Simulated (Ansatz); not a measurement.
In11P11H28⁻, a nanocrystal cut from wurtzite InP (hydrogen-capped). Charge -1, multiplicity 2. Geometry PBE-D4/def2-SVP, that of the neutral singlet; atoms count from 1.

```xyz
50

In   -2.979    1.983   -3.195
P    -1.510    0.558   -4.909
In   -2.723    2.906    0.607
P    -3.258    1.281    2.612
P    -1.540    1.442   -1.077
In   -1.763   -1.033   -0.383
In    0.539   -0.908   -4.214
P    -0.373   -2.275   -2.220
In   -1.499   -0.336    3.724
P    -0.423   -1.519    1.769
In   -0.725   -3.997    2.552
In    1.612   -3.754   -1.479
P     0.625   -5.101    0.531
P    -0.819    4.271    1.842
In    0.862    2.308   -1.341
P     2.084    0.729   -2.975
In    1.391    3.216    2.800
P     0.207    1.553    4.455
P     2.016    1.637    0.912
In    2.057   -0.859    1.704
In    4.314   -0.352   -2.059
P     3.108   -1.984   -0.367
H    -4.493    1.133   -3.081
H    -2.709    3.644   -3.640
H    -2.350   -0.288   -5.703
H    -1.048    1.393   -5.978
H    -4.065    3.962    0.280
H    -4.284    0.415    2.114
H    -4.046    1.944    3.610
H    -3.421   -1.577   -0.297
H     1.204   -1.830   -5.529
H    -1.286   -3.201   -2.825
H    -2.155   -1.096    5.144
H    -2.381   -4.469    2.301
H     0.268   -4.261    3.957
H     2.312   -4.764   -2.709
H    -0.129   -6.174   -0.045
H     1.703   -5.899    1.033
H    -1.397    5.150    2.815
H    -0.395    5.275    0.915
H     1.003    4.026   -1.625
H     2.513    1.616   -4.019
H     2.426    4.364    3.586
H    -0.313    2.275    5.579
H     1.266    0.879    5.144
H     3.398    1.965    0.711
H     2.905   -1.016    3.222
H     4.979   -1.329   -3.336
H     5.124    0.867   -1.110
H     4.168   -2.770    0.197
```

In the def2 sets In takes a core potential; there is no spin–orbit coupling. Single mean-field runs in def2-SVP are fitted with def2-universal-jkfit. The highest occupied level of the charge -1 doublet lies above zero (up to 0.38 eV). By energy differences its removal costs 0.58 eV (vertical, to the charge 0 singlet, at PBE0-D4/def2-SVP); self-interaction error and the lack of diffuse functions both raise the level.

Q: Estimate the Mulliken populations of the heavy atoms from the PBE0/def2-SVP orbitals of Ansatz.

A: 
```csv
atom,charge (e),spin (α − β)
In1,0.26,0.02
P2,-0.20,0.00
In3,0.20,0.28
P4,-0.16,-0.03
P5,-0.49,-0.01
In6,0.30,0.18
In7,0.33,0.05
P8,-0.34,0.01
In9,0.20,0.28
P10,-0.49,-0.01
In11,0.26,0.02
In12,0.33,0.05
P13,-0.20,0.00
P14,-0.20,0.00
In15,0.39,0.01
P16,-0.37,0.00
In17,0.34,0.04
P18,-0.20,0.00
P19,-0.38,0.01
In20,0.39,0.01
In21,0.26,0.01
P22,-0.37,0.00
```
Mulliken values and Mayer orders depend strongly on the basis.

Q: Where does the spin sit?

A: Summed by element: In 0.96, P -0.03, H 0.07, of 1 unpaired in all. Largest on single atoms: In9 0.28, In3 0.28, In6 0.18.

Q: And the Mayer bond orders between bonded heavy atoms (over 0.3)?

A: In1–P2 0.58 (2.67 Å); In1–P5 0.73 (2.62 Å); P2–In7 0.69 (2.61 Å); In3–P4 0.60 (2.64 Å); In3–P5 0.90 (2.53 Å); In3–P14 0.62 (2.65 Å); P4–In9 0.60 (2.64 Å); P5–In6 0.67 (2.58 Å); P5–In15 0.79 (2.57 Å); In6–P8 0.56 (2.62 Å); In6–P10 0.67 (2.58 Å); In7–P8 0.79 (2.58 Å); In7–P16 0.79 (2.57 Å); P8–In12 0.79 (2.58 Å); In9–P10 0.90 (2.53 Å); In9–P18 0.62 (2.65 Å); P10–In11 0.73 (2.62 Å); P10–In20 0.79 (2.57 Å); In11–P13 0.58 (2.67 Å); In12–P13 0.69 (2.61 Å); In12–P22 0.79 (2.57 Å); P14–In17 0.68 (2.63 Å); In15–P16 0.75 (2.58 Å); In15–P19 0.67 (2.62 Å); P16–In21 0.67 (2.64 Å); In17–P18 0.68 (2.63 Å); In17–P19 0.86 (2.54 Å); P19–In20 0.67 (2.62 Å); In20–P22 0.75 (2.58 Å); In21–P22 0.67 (2.64 Å).
